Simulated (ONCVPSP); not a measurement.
**Pseudopotential generation for cerium (Ce): ONCV, PBE, scalar-relativistic.**

The input file (ONCVPSP 4.0.1):

```
# ATOM AND REFERENCE CONFIGURATION
# atsym  z   nc   nv     iexc    psfile
  Ce 58.00    9    5        4      upf
#
#   n    l    f
    1    0    2.00
    2    0    2.00
    2    1    6.00
    3    0    2.00
    3    1    6.00
    3    2   10.00
    4    0    2.00
    4    1    6.00
    4    2   10.00
    4    3    1.00
    5    0    2.00
    5    1    6.00
    5    2    1.00
    6    0    2.00
#
# PSEUDOPOTENTIAL AND OPTIMIZATION
# lmax
    3
#
#   l,   rc,      ep,       ncon, nbas, qcut
    0    2.50    0.00    3    8    5.50
    1    2.40    0.00    5   10    5.50
    2    2.80    0.00    5    9    3.80
    3    0.85    0.00    4    8   14.80
#
# LOCAL POTENTIAL
# lloc, lpopt,  rc(5),   dvloc0
    4    1    0.85    0.00
#
# VANDERBILT-KLEINMAN-BYLANDER PROJECTORs
# l, nproj, debl
    0    3    3.10
    1    2    1.70
    2    1    1.50
    3    1    2.30
#
# MODEL CORE CHARGE
# icmod, fcfact, rcfact
    1    0.30    0.00
#
# LOG DERIVATIVE ANALYSIS
# epsh1, epsh2, depsh
   -3.00    5.00    0.02
#
# OUTPUT GRID
# rlmax, drl
    6.00    0.01
#
# TEST CONFIGURATIONS
# ncnf
    4
# nvcnf
#   n    l    f
    5
    4    3    1.00
    5    0    2.00
    5    1    6.00
    5    2    1.00
    6    0    1.00
#
    5
    4    3    1.00
    5    0    2.00
    5    1    6.00
    5    2    1.00
    6    0    0.00
#
    5
    4    3    1.00
    5    0    2.00
    5    1    6.00
    5    2    0.00
    6    0    0.00
#
    5
    4    3    1.00
    5    0    2.00
    5    1    6.00
    5    2    2.00
    6    0    0.00
#
```

Command:

```bash
oncvpsp.x < Ce.dat > Ce.out
```

Resulting log (shortened: citation, most of the input echo, consistency checks and plot data are left out):

```
ONCVPSP  (Optimized Norm-Conservinng Vanderbilt PSeudopotential)
scalar-relativistic version 4.0.1

#   n    l    f        energy (Ha)
    1    0    2.00    -1.4799411E+03
    2    0    2.00    -2.3695921E+02
    2    1    6.00    -2.1221216E+02
    3    0    2.00    -5.1025506E+01
    3    1    6.00    -4.3156225E+01
    3    2   10.00    -3.1981862E+01
    4    0    2.00    -1.0324820E+01
    4    1    6.00    -7.7563172E+00
    4    2   10.00    -4.0602388E+00
    4    3    1.00    -1.9776557E-01
    5    0    2.00    -1.4916576E+00
    5    1    6.00    -8.5351103E-01
    5    2    1.00    -1.1241853E-01
    6    0    2.00    -1.3761889E-01

Reference configufation results
  iterations    29
  all-electron total energy (Ha)   -8.86045642D+03

Begin loop to  construct optimized pseudo wave functions
and semi-local pseudopoentials for all angular momenta

   Wellstate for l =  0  n =  8
     eigenvalue =   2.9624
     asymptotic potential =   3.4624
     half-point radius =  4.0871

Calculating optimized projector #   1

 for l=   0

    Fraction of norm inside rc  0.960027
    Optimizing pswf for qcut=   5.50 a_B^-1,  ecut=  15.11 Ha
    Residual kinetic energy error=  1.15D-07 Ha

    Energy error per electron        Cutoff
         Ha          eV             Ha
         0.01000     0.27211        6.50
         0.00100     0.02721        9.04
         0.00010     0.00272       10.97
         0.00001     0.00027       12.62

Calculating optimized projector #   2

 for l=   0

    Fraction of norm inside rc  0.075359
    Optimizing pswf for qcut=   5.50 a_B^-1,  ecut=  15.11 Ha
    Residual kinetic energy error=  9.28D-08 Ha

    Energy error per electron        Cutoff
         Ha          eV             Ha
         0.01000     0.27211        4.48
         0.00100     0.02721        8.16
         0.00010     0.00272       10.48
         0.00001     0.00027       12.33

Calculating optimized projector #   3

 for l=   0

    Fraction of norm inside rc  0.156407
    Optimizing pswf for qcut=   5.50 a_B^-1,  ecut=  15.11 Ha
    Residual kinetic energy error=  5.47D-05 Ha

    Energy error per electron        Cutoff
         Ha          eV             Ha
         0.01000     0.27211        9.11
         0.00100     0.02721       11.77
         0.00010     0.00272       14.41
         0.00001     0.00027       27.94

   Wellstate for l =  1  n =  7
     eigenvalue =   0.8465
     asymptotic potential =   1.3465
     half-point radius =  5.4754

Calculating optimized projector #   1

 for l=   1

    Fraction of norm inside rc  0.859568
    Optimizing pswf for qcut=   5.51 a_B^-1,  ecut=  15.16 Ha
    Residual kinetic energy error=  1.16D-05 Ha

    Energy error per electron        Cutoff
         Ha          eV             Ha
         0.01000     0.27211        4.37
         0.00100     0.02721       10.51
         0.00010     0.00272       13.07
         0.00001     0.00027       16.47

Calculating optimized projector #   2

 for l=   1

    Fraction of norm inside rc  0.108494
    Optimizing pswf for qcut=   5.51 a_B^-1,  ecut=  15.16 Ha
    Residual kinetic energy error=  2.24D-05 Ha

    Energy error per electron        Cutoff
         Ha          eV             Ha
         0.01000     0.27211        4.23
         0.00100     0.02721       10.70
         0.00010     0.00272       13.56
         0.00001     0.00027       19.30

Calculating optimized projector #   1

 for l=   2

    Fraction of norm inside rc  0.539801
    Optimizing pswf for qcut=   3.80 a_B^-1,  ecut=   7.23 Ha
    Residual kinetic energy error=  1.23D-04 Ha

    Energy error per electron        Cutoff
         Ha          eV             Ha
         0.01000     0.27211        4.38
         0.00100     0.02721        5.97
         0.00010     0.00272        7.52
         0.00001     0.00027       19.07

Calculating optimized projector #   1

 for l=   3

    Fraction of norm inside rc  0.418538
    Optimizing pswf for qcut=  14.81 a_B^-1,  ecut= 109.71 Ha
    Residual kinetic energy error=  4.66D-03 Ha

    Energy error per electron        Cutoff
         Ha          eV             Ha
         0.01000     0.27211      102.63
         0.00100     0.02721      242.38
         0.00010     0.00272      375.61
         0.00001     0.00027      503.27

Construct Vanderbilt / Kleinmman-Bylander projectors

B matrix Hermiticity error, ll=   0
   1   2    9.2009E-05
   1   3    4.1916E-04
   2   3   -1.2352E-04

  Orthonormal projector coefficients  1.7948E+01  2.3509E+00  3.9978E-01

B matrix Hermiticity error, ll=   1
   1   2   -1.3496E-04

  Orthonormal projector coefficients  1.1015E+01  8.5352E-01

Model core correction analysis
  based on d2Exc/dn_idn_j

d2excae - all-electron derivatives

   -1.848049D-02   -1.401478D-02   -1.080389D-02   -3.903965D-03
   -1.016131D-03
   -1.399425D-02   -2.635490D-02   -2.289150D-02   -8.730025D-03
   -1.316677D-03
   -1.078694D-02   -2.294176D-02   -2.269246D-02   -1.125369D-02
   -1.193992D-03
   -4.033912D-03   -9.087965D-03   -1.187403D-02   -9.524526D-03
   -1.144557D-03
   -1.205915D-03   -1.688222D-03   -1.974326D-03   -2.118456D-03
   -5.932110D-04

d2excps - pseudofunction derivatives with no core correction

   -8.684380D-02   -3.437369D-02   -2.024340D-02   -5.106866D-03
   -2.981511D-03
   -3.436941D-02   -3.100949D-02   -2.507989D-02   -9.259601D-03
   -1.892732D-03
   -2.023535D-02   -2.513072D-02   -2.393251D-02   -1.160957D-02
   -1.491037D-03
   -5.238242D-03   -9.618286D-03   -1.223172D-02   -9.595710D-03
   -1.227950D-03
   -3.173644D-03   -2.264998D-03   -2.273633D-03   -2.203812D-03
   -6.497077D-04

rms 2nd derivative error    1.513492E-02

Polynomial model core charge

d2excps - pseudofunction derivatives with core correction

   -2.797345D-02   -1.690348D-02   -1.226527D-02   -4.137451D-03
   -1.252766D-03
   -1.688313D-02   -2.295838D-02   -2.112672D-02   -8.788893D-03
   -1.105377D-03
   -1.224833D-02   -2.117684D-02   -2.213716D-02   -1.149800D-02
   -1.081071D-03
   -4.267333D-03   -9.146417D-03   -1.211835D-02   -9.647755D-03
   -1.159045D-03
   -1.442507D-03   -1.476488D-03   -1.861381D-03   -2.132068D-03
   -5.725890D-04

rms 2nd derivative error    2.277105E-03

Pseudoatom total energy  -39.167778

Diagnostic tests using Vanderbilt-Kleinman-Bylander pseudopotentials
  1 or more projectors used as specified by nproj input data

   l    rcore       rmatch      e in        delta e   norm test  slope test

   0   2.5066602   2.5827678  -1.4916576   0.0000018   1.0001158   1.0001100
   0   2.5066602   2.5827678  -0.1376189   0.0000017   1.0000266   1.0000126
   0   2.5066602   2.5827678   2.9623811   0.0000045   1.0002726   1.0002726

   1   2.4038624   2.4768488  -0.8535110  -0.0000274   0.9995596   0.9995371
   1   2.4038624   2.4768488   0.8464890   0.0000153   1.0001333   1.0001333

   2   2.8083879   2.8936567  -0.1124185   0.0000000   1.0000004   1.0000022

   3   0.8540021   0.8799314  -0.1977656   0.0002593   1.0000873   0.9998495

 Testing for bound ghosts
   n   l    E NL Schr. Eq   E Basis Diag.   E Cutoff

       0                       -5.975769     55.89  WARNING - GHOST(-)
   1   0       -1.491656       -1.491651     55.89
   2   0       -0.137617       -0.120997     55.89

   2   1       -0.853538       -0.853533     86.72

   3   2       -0.112419       -0.110848     43.63

   4   3       -0.197506       -0.138534    404.65

 Testing for highly-localized positive-energy ghosts
       l    <radius>/rc     E Basis Diag.   E Cutoff

       2        0.717330        0.726105     43.63  WARNING - GHOST(+)

Test configuration 0

   n   l     f        eae           eps        diff
   1   0  2.0000-1479.94110866
   2   0  2.0000 -236.95921040
   2   1  6.0000 -212.21215917
   3   0  2.0000  -51.02550606
   3   1  6.0000  -43.15622483
   3   2 10.0000  -31.98186178
   4   0  2.0000  -10.32482030
   4   1  6.0000   -7.75631720
   4   2 10.0000   -4.06023881
   4   3  1.0000   -0.19776557   -0.19750631    2.59D-04
   5   0  2.0000   -1.49165757   -1.49165572    1.84D-06
   5   1  6.0000   -0.85351103   -0.85353848   -2.74D-05
   5   2  1.0000   -0.11241853   -0.11241853    2.50D-09
   6   0  2.0000   -0.13761889   -0.13761723    1.67D-06

    Total energies and differences
      AE_ref= -8.86045642D+03  AE_tst= -8.86045642D+03  dif=  0.00D+00
      PS_ref= -3.91677777D+01  PS_tst= -3.91677777D+01  dif=  4.26D-14
      PSP excitation error= -4.26D-14

Test configuration 1

psatom: WARNING lschvkbb convergence error n,l,iter=   4   3  17
ea(ii),et,emin,emax -2.325329E-01 -2.557862E-01 -2.557862E-01 -2.557862E-01
run_config: WARNING for fully non-local PS atom, stg. 1
 WARNING no output for configuration 2

Test configuration 2

psatom: WARNING lschvkbb convergence error n,l,iter=   4   3  15
ea(ii),et,emin,emax -2.721350E-01 -2.993485E-01 -2.993485E-01 -2.993485E-01
run_config: WARNING for fully non-local PS atom, stg. 1
 WARNING no output for configuration 3

Test configuration 3

psatom: WARNING lschvkbb convergence error n,l,iter=   4   3  13
ea(ii),et,emin,emax -3.143761E-01 -3.458137E-01 -3.458137E-01 -3.458137E-01
run_config: WARNING for fully non-local PS atom, stg. 1
 WARNING no output for configuration 4

Test configuration 4

psatom: WARNING lschvkbb convergence error n,l,iter=   4   3  17
ea(ii),et,emin,emax -2.187925E-01 -2.406718E-01 -2.406718E-01 -2.406718E-01
run_config: WARNING for fully non-local PS atom, stg. 1
 WARNING no output for configuration 5
```

Note: ghosts flagged at negative energy: s at -162.6 eV; GHOST(+) flagged for d at 19.8 eV. A true bound ghost makes a file unfit for plane-wave use.

The run took about 3.6 s on one core of a shared server CPU.
